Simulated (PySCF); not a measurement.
Deuteron quadrupole couplings in `Fc1ccn([SiH3])n1`

Compound: C₃H₅FN₂Si.
Cartesian coordinates in Å at the GFN2-xTB level; atoms count from 1:
```xyz
12
C3H5FN2Si angstrom
F      2.4386    1.9912   -0.1167
C      1.5525    1.0025   -0.0638
C      1.8472   -0.3692    0.0465
C      0.6062   -0.9490    0.0541
N     -0.3234    0.0286   -0.0471
Si    -2.0843   -0.0134   -0.0079
N      0.2653    1.2347   -0.1168
H      2.8109   -0.8282    0.1035
H      0.3128   -1.9764    0.1222
H     -2.5032    1.0933   -0.8517
H     -2.5006    0.1213    1.3880
H     -2.4210   -1.3361   -0.5365
```

Level: PBE0/pcSseg-1 (PySCF, non-relativistic); Q(2H) = 0.00286 b; rigid geometry, the same for H and D, with no vibrational averaging.

Question: Rank these positions by the coupling χzz of a deuteron there, largest first.
A. H10 (Si–H hydrogen)
B. H8 (aromatic hydrogen)
C. H11 (Si–H hydrogen)
D. H9 (aromatic hydrogen)

Answer: B (238 kHz), D (231 kHz), A (112 kHz), C (107 kHz).

Q: Tabulate Vzz, the asymmetry η and χzz = 234.96 MHz × Q × Vzz for every hydrogen position.

A: 
```json
{"atom": "H8", "bonded to": "C3", "bond length (Å)": "1.069", "Vzz (au)": "0.3534", "η": "0.07", "χzz (kHz)": "238"}
{"atom": "H9", "bonded to": "C4", "bond length (Å)": "1.071", "Vzz (au)": "0.3441", "η": "0.09", "χzz (kHz)": "231"}
{"atom": "H10", "bonded to": "Si6", "bond length (Å)": "1.453", "Vzz (au)": "0.1661", "η": "0.02", "χzz (kHz)": "112"}
{"atom": "H11", "bonded to": "Si6", "bond length (Å)": "1.463", "Vzz (au)": "0.1590", "η": "0.03", "χzz (kHz)": "107"}
{"atom": "H12", "bonded to": "Si6", "bond length (Å)": "1.464", "Vzz (au)": "0.1584", "η": "0.05", "χzz (kHz)": "106"}
```

Q: Average by the element that carries the hydrogen.

A: on C: 234 kHz over 2 positions, mean bond length 1.070 Å; on Si: 108 kHz over 3 positions, mean bond length 1.460 Å.

Q: Give the 2H NMR doublet splittings at H11 for a magnetic field along the z, y and x axes of the gradient: 3χ/2, 3χ(1 + η)/4, 3χ(1 − η)/4.

A: With |χ| = 106.9 kHz and η = 0.027: 160, 82 and 78 kHz, to first order and without motion.

Isolated species at its GFN2-xTB geometry, gas phase. GFN2-xTB bond lengths can be off by several hundredths of an ångström, more for odd bonds, and the gradients follow them. The basis is small and wasn't made for field gradients, so the couplings can be 20 % off.

The run behind these numbers computed NMR shieldings as well. Time: 36 s (with the writing of density and orbital grids); peak memory 0.71 GiB. Hardware: an Arm Neoverse N1 with one thread, no GPU, on a shared host.
